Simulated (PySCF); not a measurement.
# Correlation energy of He (helium, neutral)

1s2, closed-shell 1S. All numbers are calculated (PySCF 2.14, scalar relativity by spin-free X2C-1e, in x2c-SVPall). Frozen: nothing; 2 electrons correlated.

Total MP2 correlation energy: -25.05 mhartree.

Same-spin part 0.00 and opposite-spin part -25.05 mhartree; SCS-MP2 scales them by 1/3 and 6/5 to -30.06 mhartree.

With two correlated electrons CCSD is exact within the correlated space (frozen core and kept virtual orbitals).

```tsv
level	correlation energy (mhartree)
CCSD	-31.77
```

Diagnostics: T1 = 0.0016, D1 = 0.0023, largest double amplitude 0.065.

Cost of the coupled-cluster step: 0.03 s of wall time on 1 thread of Neoverse-V1 (shared host), for 2 correlated electrons.
